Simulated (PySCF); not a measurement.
H5InOP2, SMILES [OH][In]([PH2])[PH2].

Geometry optimised at PBE-D3(BJ)/def2-SVP. The structure was generated by enumeration; whether it is a known compound was not checked. The def2 effective core potentials stand for the cores of In; spin–orbit coupling is left out. One conformer was computed; it need not be the lowest.

Two levels are set side by side: TDDFT-PBE/def2-SVPD (PySCF) and TDDFT-B3LYP/def2-SVPD (PySCF). Vertical, same geometry. The lowest singlet is HOMO→LUMO+1 75 %, HOMO→LUMO 23 % with PBE and HOMO→LUMO+1 61 %, HOMO→LUMO 36 % with the other functional; states are paired by order. Differences are taken from unrounded values.

```
quantity                               TDDFT-B3LYP
-------------------------------------  -----------
lowest singlet excitation (eV)                4.47
lowest triplet excitation (TDA) (eV)          3.48
first bright state (f over 0.05) (eV)         4.85
its oscillator strength                       0.39
```

What does TDDFT-PBE give, and how far is it from TDDFT-B3LYP? (The exact figures need the calculation; the answer reports its results.)


| quantity | TDDFT-PBE | TDDFT-PBE minus TDDFT-B3LYP |
|---|---|---|
| lowest singlet excitation (eV) | 4.33 | -0.14 |
| lowest triplet excitation (TDA) (eV) | 3.37 | -0.11 |
| first bright state (f over 0.05) (eV) | 4.59 | -0.26 |
| its oscillator strength | 0.29 | -0.10 |

A lower first singlet is the usual sign of a functional without exact exchange. Differences between two approximate levels are no errors against the true value.

Rough cost on one machine, each run with all the roots and properties that it gave: TDDFT-B3LYP against TDDFT-PBE about 4 times.
